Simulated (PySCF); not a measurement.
Compound: C2H13Si4 (doublet state).
Z-matrix (Å and degrees, GFN2-xTB geometry), rows numbered from 1:
```
C 
Si  1  1.9114
Si  2  2.3284  1  108.24
Si  2  2.2986  1  106.97  3   132.25
C   4  1.9176  2  115.51  1   -84.68
Si  5  1.8962  4  115.87  2    52.56
H   1  1.0866  2  111.00  3    57.04
H   1  1.0858  2  111.75  3   176.93
H   1  1.0863  2  111.43  3   -62.77
H   2  1.4836  1  104.64  3  -116.28
H   3  1.4690  2  109.44  1    79.26
H   3  1.4673  2  110.61  1  -164.18
H   3  1.4676  2  117.59  1   -41.60
H   4  1.4828  2  117.51  1   151.83
H   5  1.0924  4  108.06  2   -69.68
H   5  1.0903  4  109.04  2   175.70
H   6  1.4650  5  109.40  4    57.42
H   6  1.4671  5  109.45  4   -62.50
H   6  1.4663  5  110.71  4   177.87
```

The hyperfine couplings belong to this conformer and change with its torsions.

As a line formula: `C[Si@@H]([SiH3])[SiH]C[SiH3]` [radical].

Computed, not measured: UKS B3LYP, pcH-1 on C H Si, non-relativistic, mean-field spin-orbit, GIAO (PySCF). The structure is a single GFN2-xTB conformer in the gas phase; no vibrational or solvent corrections. GFN2-xTB frequencies show an imaginary mode (24i cm⁻¹), so this geometry is no minimum at that level. Couplings are sensitive to structure, and on GFN2-xTB geometries they can be far from those on DFT ones, by a factor of two or more for some ions and for spin on atoms past the first row. The SCF solution wasn't tested for stability.

(1) Match the computed a_iso(13C) values +11.1, +9.1 MHz with the sites C1; C5.

(2) Match the computed a_iso(29Si) values -403.1, -50.4, -31.6, -4.9 MHz with the sites Si2; Si3; Si4; Si6.

## Answers

(1) 
```
site  a_iso (MHz)  ρ(0) (bohr⁻³)          position  distance from Si4 (Å)  spin population  largest |T| (MHz)
  C1        +11.1        +0.0099  2 bonds from Si4                   3.39             0.00                1.3
  C5         +9.1        +0.0080   1 bond from Si4                   1.92            -0.01                5.9
```

(2) 
```csv
site,a_iso (MHz),ρ(0) (bohr⁻³),position,distance from Si4 (Å),spin population,largest |T| (MHz)
Si2,-31.6,+0.0356,1 bond from Si4,2.30,+0.02,10.1
Si3,-50.4,+0.0568,2 bonds from Si4,4.03,+0.04,10.3
Si4,-403.1,+0.4546,largest spin population,0.00,+0.93,164.2
Si6,-4.9,+0.0055,2 bonds from Si4,3.23,0.00,1.0
```

ρ(0) is the spin density at the nucleus and T the dipolar tensor; a_iso includes a spin–orbit part; entries for several nuclei are means. The largest Mulliken spin population is on Si4 (+0.93). The angles at Si4 add up to 337.1°, so it is pyramidal.

Class means assume fast exchange of nuclei equivalent by connectivity; if that motion is slow, each nucleus keeps its own coupling. The three 1H nuclei of mean +5.7 MHz run from -2.5 to 21.1 MHz in the frozen geometry.
